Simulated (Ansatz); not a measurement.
Relaxation of CH5BClNO (10 atoms, charge 0, multiplicity 1), to a largest force component of 0.015 eV/Å in at most 40 steps.

Method: Ansatz 0.2.0, RKS BHLYP/def2-SVP.

```xyz
10
Properties=species:S:1:pos:R:3
N 0.137 1.171 1.033
C -0.566 0.192 0.208
B 0.446 -0.433 -0.833
O 0.861 -1.850 -0.773
Cl 1.297 0.628 -2.099
H 1.108 1.030 1.048
H -0.014 2.127 0.556
H -0.939 -0.589 0.853
H -1.390 0.669 -0.327
H 0.129 -2.280 -1.353
```

Problem. Where does it end, and by what steps?

Solution. It converged. After 20 steps the energy has fallen by 1.279 eV; O4 moved furthest, 0.93 Å.

```tsv
step	energy less start (eV)	largest force component (eV/Å)	accepted
0	0.0000	3.338	yes
1	-0.5657	2.012	yes
2	-0.7862	0.839	yes
3	-0.9364	2.154	yes
4	-1.2001	0.474	yes
5	-1.2514	0.282	yes
6	-1.2485	0.463	no
7	-1.2633	0.116	yes
8	-1.2652	0.089	yes
9	-1.2687	0.202	yes
10	-1.2707	0.209	yes
11	-1.2726	0.226	yes
12	-1.2747	0.142	yes
13	-1.2769	0.055	yes
14	-1.2775	0.062	yes
15	-1.2782	0.065	yes
16	-1.2785	0.045	yes
17	-1.2787	0.038	yes
18	-1.2788	0.019	yes
19	-1.2783	0.080	no
20	-1.2789	0.003	yes
```

```xyz
10
Properties=species:S:1:pos:R:3
N -0.071 1.364 0.875
C -0.350 0.079 0.260
B 0.554 -0.436 -0.930
O 0.367 -1.618 -1.530
Cl 1.888 0.552 -1.548
H 0.873 1.378 1.236
H -0.100 2.095 0.177
H -0.341 -0.696 1.041
H -1.392 0.075 -0.094
H -0.359 -2.127 -1.174
```

Run time: 24 s on 2 threads of AMD EPYC 9R45 96-Core Processor (Zen 5) (shared host), peak memory 0.23 GiB.
